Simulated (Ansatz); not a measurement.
Task: Name a neutral molecule of B, C, F, Ga, Ge, N, Se and H with HOMO–LUMO gap (B3LYP/def2-TZVPP) between 4.00 and 4.30 eV and LUMO energy (B3LYP/def2-TZVPP) between -2.85 and -2.55 eV (Ansatz, PBE0-D4/def2-TZVP geometry).

Result: `[NH2][GeH2][B](CF)[GaH][SeH]` (4.24 eV, -2.68 eV). Other molecules can fit too; these were computed, each in one conformer that needn't be the lowest.

B3LYP here is the variant with VWN-RPA as its local correlation; programs differ in this.
